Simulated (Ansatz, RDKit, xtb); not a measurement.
Noncovalent pair: HF (SMILES F) (first 2 atoms) with AsH3 (SMILES [AsH3]); geometry from B3LYP-D3(BJ)/def2-TZVP, rigid monomers moved along the line of their centres of mass till H2···As3 is 2.16 Å.
(charge 0, multiplicity 1):
```
atom    x (Å)    y (Å)    z (Å)
----  -------  -------  -------
F      0.8330  -0.5598  -0.2549
H      0.5508  -0.3219   0.6061
As    -0.0943   0.2234   2.5893
H      0.6962  -0.1528   3.8291
H     -1.4234  -0.2321   3.1635
H     -0.2814   1.6690   3.0122
```

Monomers are frozen at their geometry in the pair; levels with a basis set take the counterpoise correction. RDKit's UFF carries no charges.

Correlated levels freeze the cores. Filled d and f shells under p-block atoms count as core.

Codes used: Ansatz (Gaussian basis) for Hartree–Fock, density functionals and correlated methods; RDKit for the force fields; xtb for the GFN methods. Values without a source in brackets are computed.

One of these levels gives 144.4 kJ/mol for the interaction energy. Which?
A. r2SCAN/def2-TZVPPD
B. UFF
C. MP2/aug-cc-pVDZ
D. GFN2-xTB

B, UFF. The others give -13.9 (GFN2-xTB), -16.8 (r2SCAN/def2-TZVPPD), -8.1 (MP2/aug-cc-pVDZ)

Ansatz is a quantum-chemistry and plane-wave program.
